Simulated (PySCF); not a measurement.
# Dipole response of Pb (lead, neutral)

[Xe] 4f14 5d10 6s2 6p2, high-spin 3P determinant. Calculation: PySCF 2.14, in aug-cc-pVTZ-DK3 (9s8p6d3f, 84 functions); the spin-free X2C one-electron Hamiltonian (Gaussian nucleus). Coupled (time-dependent) response in atomic units; α is the mean over directions.

```
method  mean α (bohr³)         α xx, yy, zz  C₆ (like pair)  S(−4)
  TPSS           67.61  48.41, 77.22, 77.22           790.5   1957
```

S(−4) is the Cauchy moment in α(ω) = α(0) + S(−4) ω² + …

Reference α: 47 ± 3 bohr³ (recommended; Schwerdtfeger and Nagle, table of static dipole polarizabilities (2023 update)). Published C₆: 534.0 (Gould and Bucko (2016)).

Spin-orbit coupling is absent.

α(iu) at TPSS:

```json
{"u (hartree)": "0", "α(iu) (bohr³)": "67.61"}
{"u (hartree)": "0.0500", "α(iu) (bohr³)": "63.18"}
{"u (hartree)": "0.100", "α(iu) (bohr³)": "53.66"}
{"u (hartree)": "0.200", "α(iu) (bohr³)": "36.21"}
{"u (hartree)": "0.300", "α(iu) (bohr³)": "25.41"}
{"u (hartree)": "0.500", "α(iu) (bohr³)": "14.68"}
{"u (hartree)": "0.750", "α(iu) (bohr³)": "9.004"}
{"u (hartree)": "1.00", "α(iu) (bohr³)": "6.255"}
{"u (hartree)": "1.50", "α(iu) (bohr³)": "3.646"}
{"u (hartree)": "2.00", "α(iu) (bohr³)": "2.415"}
{"u (hartree)": "3.00", "α(iu) (bohr³)": "1.278"}
{"u (hartree)": "5.00", "α(iu) (bohr³)": "0.5251"}
```

A single London oscillator, α(iu) = α/(1 + u²/ω²), gives C₆ = (3/4) ω α². Matching the computed C₆ needs ω = 4 × 790.5 / (3 × 67.61²) = 0.231 hartree.

The components differ because the open shell of this determinant is not spherical; for a pure term their mean is the scalar polarisability.

Spin-orbit coupling is strong in this species (close to jj coupling), so the high-spin LS determinant is a model state, not a physical level.
